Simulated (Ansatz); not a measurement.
Consider the redistribution: `O[CH2][Al]([SH])[Br]` + `CN(C)B[SiH3]` → `C[N](C)[Al]([SH])[Br]` + `OCB[SiH3]`.

Program: Ansatz. Geometries: PBE0-D4/def2-TZVP. ΔE: electronic, gas phase. CBS: MP2 limit from def2 TZ/QZ plus the TZ coupled-cluster correction, frozen cores. Functionals use def2-TZVPP. B3LYP here is the variant with VWN-RPA as its local correlation; programs differ in this. For Br outer-core shells are correlated without core-valence functions, which leaves a few kJ/mol of doubt a bond. Scalar relativity is left out up to krypton. Each species was taken in one conformer, which may not be the lowest.

| level | ΔE (kcal/mol) |
| --- | --- |
| PBE-D4 | 13.7 |
| PBE0 | 12.8 |
| B3LYP | 12.5 |
| HF/def2-TZVPP | 8.2 |
| SCS-MP2/def2-TZVPP | 11.4 |
| HF/def2-QZVPP | 8.1 |
| MP2/def2-QZVPP | 11.8 |
| SCS-MP2/def2-QZVPP | 11.4 |

(1) What does CCSD(T)/CBS give? (Estimate.)

Largest T1 diagnostic among the species: 0.013.

Results:

(1) Computed: +12.1 kcal/mol. The listed levels differ from it by 1.6, 0.7, 0.4, -3.9, -0.7, -4.0, -0.3, -0.7 kcal/mol.

In def2-TZVPP, CCSD(T) changes the Hartree–Fock value by +4.0 kcal/mol (the triples alone add +0.9 kcal/mol) and MP2 by +3.6 kcal/mol. From PBE to PBE0 (25 % exact exchange), in def2-TZVPP and without D4, ΔE moves by −1.1 kcal/mol.
